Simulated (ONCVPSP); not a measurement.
## Os (Z = 76), ONCV: configuration errors across variants

```json
{
  "Element": "Os (Z = 76)",
  "Generator": "ONCVPSP 4.0.1",
  "Type": "optimised norm-conserving Vanderbilt (ONCV)",
  "Functional": "PBEsol",
  "Relativity": "scalar-relativistic",
  "Frozen core": "[Xe] 4f14",
  "Valence charge": "8",
  "Reference configuration": "5d6 6s1 6p1",
  "Partial waves": "6s: rc 2.15 bohr, ncon 4, nbas 8, qcut 2.5 1/bohr, 3 projectors, debl 1 Ha; 6p: rc 3.10 bohr, ncon 4, nbas 8, qcut 2.8 1/bohr, 3 projectors, debl 3.1 Ha; 5d: rc 1.65 bohr, ncon 4, nbas 8, qcut 6.4 1/bohr, 1 projector",
  "Local potential": "polynomial inside 1.20 bohr (lpopt 5, dvloc0 0 Ha)",
  "Core correction": "none"
}
```

All-electron excitation energies from the reference (eV): (1) 5d6 6s2 6p0 -5.121; (2) 5d6 6s1 6p0 4.503; (3) 5d6 6s0 6p0 21.444.

A true bound ghost makes a file unfit for plane-wave use even where its test errors are small: the radial tests pick states by their node count and pass the ghost by.

Errors AE − PS in meV (a dash: test not solved or not reliable):

```csv
change,(1),(2),(3),bound ghosts,GHOST(+) flags above zero
base,+0.8,-5.1,-8.1,s,"s, p"
d: qcut 3.9,+1.3,-4.9,-5.2,s,"s, p"
d: qcut 4.9,+1.0,-5.0,-6.7,s,"s, p"
d: qcut 6.2,+0.8,-5.1,-8.0,s,"s, p"
d: qcut 7.3,+0.8,-5.1,-8.3,s,"s, p"
d: qcut 8.2,+0.8,-5.1,-8.3,s,"s, p"
d: qcut 8.7,+0.8,-5.1,-8.2,s,"s, p"
d: qcut 9.7,+0.8,-5.1,-8.1,s,"s, p"
```

Task: Give the same row for: d: qcut 5.3.

Result: +1.0, -5.0, -7.2; bound ghosts: s; GHOST(+) flags above zero: s, p.
